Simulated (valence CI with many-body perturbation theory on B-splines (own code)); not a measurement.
**Cu VIII: magnetic and hyperfine properties of the levels**

Computed by relativistic CI+MBPT: four valence electrons over a frozen Dirac-Fock core [Ar], a basis of 9 s, 9 p, 10 d, 8 f, 5 g, 3 h, 1 i functions for each j, with the one-electron correlation potential Σ1, the two-electron term Σ2, the three-electron term Σ3, Breit, model QED; selected CI, second order for the rest, scaled by the run's own slope (own B-spline code, finite nucleus).

No measured levels were compared; by estimate terms of the open shell hold to 2 to 4 % of their energy, and close levels can change places; different configurations can be misplaced against each other by 1,000 to 8,000 cm⁻¹. Core correlation moves these levels by up to 3500 cm⁻¹, and in measured spectra 5 to 20 % of such shifts remained as error; rates that hang on mixing are uncertain with them. The list stops below the first excitations out of the core. Only levels of the ground parity were solved; by the run's estimate the other parity begins above the list, which can be wrong where configurations are misplaced.

A/g_I is the dipole constant over the nuclear g factor μ/I (μ in nuclear magnetons, uniformly magnetised nucleus), B/Q the quadrupole constant per barn. Both hold the static response of the core; the bare values leave it out. Large factors of s and p1/2 electrons are usually good to 5 to 10 %; those of open d and f shells near neutrality can be off by tens of per cent, and small factors of p3/2, d and f electrons come from cancelling terms and can be off by a factor of two or in sign, in half-filled shells by more. B is blank for J = 1/2, where it vanishes, and for nearly pure S terms. Energies count from the lowest level. Levels with J = 0 are left out.

Letters in brackets count levels of one name in rising energy.

```tsv
Level	E (cm⁻¹)	g	A/g_I (MHz)	A/g_I bare	B/Q (MHz/b)	B/Q bare
3d⁴ ⁵D_1	379	1.500	46.7	242	534	554
3d⁴ ⁵D_2	1072	1.500	160	358	332	344
3d⁴ ⁵D_3	2008	1.500	304	505	-379	-395
3d⁴ ⁵D_4	3129	1.499	465	669	-1550	-1610
3d⁴ ³H_4	33670	0.818	1280	1240	803	839
3d⁴ ³H_5	34497	1.038	1040	1070	847	884
3d⁴ ³H_6	35258	1.165	958	1040	751	784
3d⁴ ³P_1 [a]	35404	1.496	311	510	-58.0	-63.2
3d⁴ ³F_3 [a]	37588	1.032	1080	1110	-9.89	-10.3
3d⁴ ³F_2 [a]	37625	0.668	1530	1430	-155	-163
3d⁴ ³F_4 [a]	37933	1.211	828	928	-153	-160
3d⁴ ³P_2 [a]	38871	1.495	438	637	46.8	48.2
3d⁴ ³G_3	41614	0.801	1300	1260	-345	-363
3d⁴ ³G_4	42303	1.065	1000	1050	-458	-479
3d⁴ ³G_5	42912	1.194	834	928	-497	-520
3d⁴ ¹I_6	51208	1.001	1110	1130	1520	1590
3d⁴ ³D_3	51478	1.331	663	806	200	213
3d⁴ ³D_2	51802	1.166	837	922	213	225
3d⁴ ¹G_4 [a]	51888	1.005	1050	1070	-709	-733
3d⁴ ³D_1	52259	0.503	1740	1590	132	139
3d⁴ ¹D_2 [a]	65168	1.002	1120	1140	908	943
3d⁴ ¹F_3	73426	1.001	1090	1120	1900	1960
3d⁴ ³P_2 [b]	86333	1.497	406	612	444	466
3d⁴ ³F_4 [b]	87146	1.248	706	818	1820	1890
3d⁴ ³F_2 [b]	87403	0.667	1690	1600	1310	1360
3d⁴ ³F_3 [b]	87578	1.082	1030	1080	1400	1450
3d⁴ ³P_1 [b]	88821	1.500	52.9	250	-299	-311
3d⁴ ¹G_4 [b]	99184	1.001	1130	1150	618	644
3d⁴ ¹D_2 [b]	131120	0.999	1110	1130	-1830	-1890
```

Problem. Take the isotope of mass number 63, with I = 3/2, μ = 2.2259 μN and Q = -0.22 b. What is the hyperfine structure of 3d⁴ ³H_6?

Solution. From the table A = 1420 MHz, B = -165 MHz. Shifts from the centre of gravity in MHz: F = 9/2: -15000, F = 11/2: -7060, F = 13/2: 2190, F = 15/2: 12700.
